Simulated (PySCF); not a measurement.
## Scalar relativity in Ar+ (argon, charge +1)

[Ne] 3s2 3p5, 2P determinant; PBE calculated with PySCF 2.14 in dyall-av3z (19s12p3d2f, 84 functions), once non-relativistic with a point nucleus and once with spin-free X2C-1e and a Gaussian nucleus.

| shell | ε non-rel. (eV) | rms r non-rel. (bohr, spins averaged) |
| --- | --- | --- |
| 1s α | -3120.8 | 0.09992 |
| 1s β | -3120.6 | 0.09992 |
| 2s α | -308.67 | 0.4533 |
| 2s β | -308.48 | 0.4533 |
| 2p α | -243.79 | 0.4204 |
| 2p β | -243.52 | 0.4204 |
| 3s α | -37.029 | 1.479 |
| 3s β | -35.673 | 1.479 |
| 3p α | -22.633 | 1.690 |
| 3p β | -21.543 | 1.690 |

Task: How does scalar relativity move these shells?

Result: 1s α: ε -3132.9 eV, radius -0.66 %; 1s β: ε -3132.7 eV, radius -0.66 %; 2s α: ε -310.82 eV, radius -0.53 %; 2s β: ε -310.63 eV, radius -0.53 %; 2p α: ε -243.81 eV, radius -0.17 %; 2p β: ε -243.54 eV, radius -0.17 %; 3s α: ε -37.265 eV, radius -0.41 %; 3s β: ε -35.908 eV, radius -0.41 %; 3p α: ε -22.617 eV, radius -0.03 %; 3p β: ε -21.526 eV, radius -0.03 %.

The total energy goes from -526.7682 to -528.5991 hartree.

Ionisation energy, Ar+ [Ne] 3s2 3p5 (2P) → Ar(2+) [Ne] 3s2 3p4 (3P) (eV):

```tsv
method	non-relativistic	spin-free X2C	shift
UHF	26.371	26.356	-0.015
MP2 (valence)	27.374	27.362	-0.012
SCS-MP2 (valence)	27.374	27.362	-0.013
CCSD (valence)	27.343	27.331	-0.012
CCSD(T) (valence)	27.380	27.368	-0.012
LDA	27.829	27.815	-0.014
PBE	27.593	27.579	-0.015
PBE0	27.607	27.592	-0.015
r2SCAN	27.667	27.655	-0.012
PW91	27.680	27.665	-0.015
```

Relativity contracts and stabilises s shells directly. The contracted s shells screen the nucleus better, so for spin-averaged p shells the direct and indirect effects partly cancel.
